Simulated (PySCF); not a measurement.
A structure optimised at r2SCAN-D4/def2-TZVP, used in a PySCF frequency run:

```
Sn
O 1 1.9688
Br 1 2.5216 2 94.43
```
Charge 0, spin multiplicity 2.

Problem. Write its SMILES, formula and point group.

Solution. [O]=[Sn][Br], BrOSn, Cs

Problem. What are its rotational constants (standard atomic weights)?

Solution. 9.5699, 1.5405, 1.3269 GHz
